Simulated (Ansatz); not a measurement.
Molecular dynamics of Si₁₆O

Input file:

```yaml
crystal:
  lattice:
    - [0.0, 5.43, 5.43]
    - [5.43, 0.0, 5.43]
    - [5.43, 5.43, 0.0]
  atoms:
    - { symbol: Si, position: [0.01207453, -0.00407778, -0.00434] }
    - { symbol: Si, position: [0.1222353, 0.13641427, 0.11886669] }
    - { symbol: Si, position: [-0.01883262, 0.02461942, 0.49312949] }
    - { symbol: Si, position: [0.11893884, 0.13377559, 0.62206455] }
    - { symbol: Si, position: [-0.00069674, 0.51108509, -0.0028801] }
    - { symbol: Si, position: [0.17765038, 0.62254688, 0.08217786] }
    - { symbol: Si, position: [0.04377991, 0.49780795, 0.45315458] }
    - { symbol: Si, position: [0.07570735, 0.65054976, 0.62597915] }
    - { symbol: Si, position: [0.49672301, 0.00680625, -0.00282434] }
    - { symbol: Si, position: [0.6363173, 0.11833798, 0.12062552] }
    - { symbol: Si, position: [0.48859833, 0.01589373, 0.49674098] }
    - { symbol: Si, position: [0.60561103, 0.14619401, 0.62334431] }
    - { symbol: Si, position: [0.5489222, 0.49163395, -0.03259951] }
    - { symbol: Si, position: [0.62315507, 0.63174914, 0.12422925] }
    - { symbol: Si, position: [0.44647732, 0.51974864, 0.49913991] }
    - { symbol: Si, position: [0.57321324, 0.65097062, 0.61160496] }
    - { symbol: O, position: [0.80867835, 0.5860876, 0.42692292] }
magnetization:
  spin_polarized: true
basis:
  ecutwfc: 420.0
kpoints:
  mp_grid: { grid: [2, 2, 2] }
hamiltonian:
  xc: pbe
  pseudopotentials: { kind: paw, azcp: { folder: soft_1 } }
scf:
  occupations: { method: fermi_dirac, width: 0.02 }
  lower_state_search: "off"
md:
  timestep: 1
  n_steps: 170
  ensemble: nvt_nose_hoover
  temperature: 1200.0
  initial_velocities: maxwell_boltzmann
  seed: 355681
  nose_hoover: { tau: 100.0, chain_length: 5 }
```

Run as:

```bash
$ ansatz run input.yaml --threads 1 --pin off --max-ram 3072MiB --backend cpu --events-out ev --progress --plain --runs-dir out
```

It starts from a partly relaxed structure (largest force component 0.06 eV/Å).

Output, in part (step lines):

```
md step     0: t =     0.00 fs  T =  1200.0 K  F+E_penalty+E_count = -10738.86818881 eV  E_kin = 2.481792 eV  conserved = -10736.38639683 eV  (12 SCF iters)
md step     1: t =     1.00 fs  T =  1191.1 K  F+E_penalty+E_count = -10738.84966983 eV  E_kin = 2.463303 eV  conserved = -10736.38636704 eV  (6 SCF iters)
md step     2: t =     2.00 fs  T =  1166.6 K  F+E_penalty+E_count = -10738.79897973 eV  E_kin = 2.412716 eV  conserved = -10736.38626948 eV  (6 SCF iters)
md step     3: t =     3.00 fs  T =  1127.4 K  F+E_penalty+E_count = -10738.71775781 eV  E_kin = 2.331680 eV  conserved = -10736.38610203 eV  (6 SCF iters)
md step     4: t =     4.00 fs  T =  1074.8 K  F+E_penalty+E_count = -10738.60875608 eV  E_kin = 2.222957 eV  conserved = -10736.38586896 eV  (6 SCF iters)
md step     5: t =     5.00 fs  T =  1010.7 K  F+E_penalty+E_count = -10738.47576344 eV  E_kin = 2.090343 eV  conserved = -10736.38557905 eV  (6 SCF iters)
md step     6: t =     6.00 fs  T =   937.3 K  F+E_penalty+E_count = -10738.32346677 eV  E_kin = 1.938527 eV  conserved = -10736.38524458 eV  (6 SCF iters)
md step     7: t =     7.00 fs  T =   857.2 K  F+E_penalty+E_count = -10738.15724747 eV  E_kin = 1.772888 eV  conserved = -10736.38488107 eV  (6 SCF iters)
[... lines left out ...]
md step   170: t =   170.00 fs  T =   886.8 K  F+E_penalty+E_count = -10737.15508200 eV  E_kin = 1.834121 eV  conserved = -10736.38334273 eV  (6 SCF iters)
```

The steps, from the saved trajectory:

```tsv
time (fs)	T (K)	potential energy less start (eV)	conserved less start (meV/atom)
0	1200	0.000	0.00
5	1011	0.392	0.05
10	605	1.235	0.15
15	296	1.878	0.21
20	273	1.928	0.20
25	507	1.452	0.13
30	793	0.878	0.07
35	928	0.627	0.06
40	853	0.816	0.08
45	645	1.276	0.13
50	433	1.740	0.15
55	312	2.008	0.17
60	353	1.942	0.18
65	571	1.520	0.12
70	799	1.095	0.07
75	852	1.045	0.07
80	705	1.407	0.12
85	512	1.851	0.19
90	455	2.002	0.19
95	568	1.803	0.16
100	731	1.512	0.11
105	794	1.433	0.10
110	719	1.637	0.15
115	648	1.823	0.20
120	700	1.751	0.17
125	807	1.569	0.14
130	891	1.434	0.13
135	921	1.412	0.13
140	879	1.536	0.14
145	800	1.733	0.18
150	774	1.815	0.19
155	827	1.735	0.16
160	882	1.655	0.14
165	879	1.695	0.17
170	887	1.713	0.18
```

All steps were run. The conserved energy stayed within 0.22 meV per atom of its start (net change 0.18 meV per atom), so the integration is sound. The mean temperature of the second half is 37 % below the set value. A run of 0.17 ps of so small a system gives no equilibrium averages. Limits of this set-up: a small cell, in which the defect meets its images.

Mean squared displacements from the first frame to the last, about the centre of mass: Si 0.03 Å², O 0.10 Å².

Last frame:

```xyz
17
Lattice="0.0000 5.4300 5.4300 5.4300 0.0000 5.4300 5.4300 5.4300 0.0000" Properties=species:S:1:pos:R:3
Si -0.194 0.100 0.029
Si 1.418 1.261 1.360
Si 2.907 2.556 0.034
Si 4.332 4.011 1.345
Si 2.853 0.137 2.834
Si 3.639 1.549 4.448
Si 5.259 2.531 3.012
Si 7.045 3.998 4.036
Si 0.043 2.630 2.731
Si 1.289 4.109 4.065
Si 2.724 5.232 2.697
Si 3.996 6.763 3.913
Si 2.313 2.920 5.714
Si 4.287 3.994 6.833
Si 5.441 5.062 5.122
Si 6.744 6.340 6.583
O 5.692 6.538 7.765
```

Time of the run: 15 min on 1 thread of Arm Neoverse V2 (shared host), peak memory 0.62 GiB.
